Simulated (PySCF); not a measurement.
Molecular orbitals of HfO

PBE0 at R = 1.718 Å; basis Hf cc-pVDZ-PP with ECP60, O cc-pVDZ; scalar-relativistic core potentials; PySCF 2.14. State: ¹Σ⁺ (singlet), closed shell. Only the outer orbitals are listed, counted within each symmetry, core potentials removing the inner ones.

| orbital | occ. | ε (eV) | on Hf (%) | main shells (%) |
| --- | --- | --- | --- | --- |
| 3σ | 2 | -39.09 | 93 | 92 Hf p |
| 1π | 2 | -38.54 | 100 | 100 Hf p |
| 1π | 2 | -38.54 | 100 | 100 Hf p |
| 4σ | 2 | -24.34 | 17 | 83 O s |
| 2π | 2 | -9.49 | 26 | 74 O p, 22 Hf d |
| 2π | 2 | -9.49 | 26 | 74 O p, 22 Hf d |
| 5σ | 2 | -9.48 | 25 | 70 O p, 20 Hf d |
| 6σ | 2 | -5.83 | 100 | 83 Hf s, 12 Hf d |
| 1δ | 0 | -2.39 | 100 | 100 Hf d |
| 1δ | 0 | -2.39 | 100 | 100 Hf d |
| 3π | 0 | -1.68 | 97 | 65 Hf p, 32 Hf d |

Q: Which are the highest filled and the lowest empty level, where do they sit, and how wide is the gap?

A: Highest filled 6σ at -5.83 eV (in %: 83 Hf s, 12 Hf d); lowest empty 1δ at -2.39 eV (in %: 100 Hf d); the gap at PBE0 is 3.44 eV.

The bond order (Mayer) is 2.57 and the ⟨S²⟩ is 0.000. The charge on Hf (Mulliken, basis-dependent) is 0.27, the charge on Hf (Löwdin, basis-dependent) is 0.24 and the dipole moment (positive dipole means Hf(−)O(+)) is -3.41 D. The polarisability along the bond is 74.9 bohr³. The polarisability across the bond is 91.5 bohr³.

Spin–orbit coupling is left out.
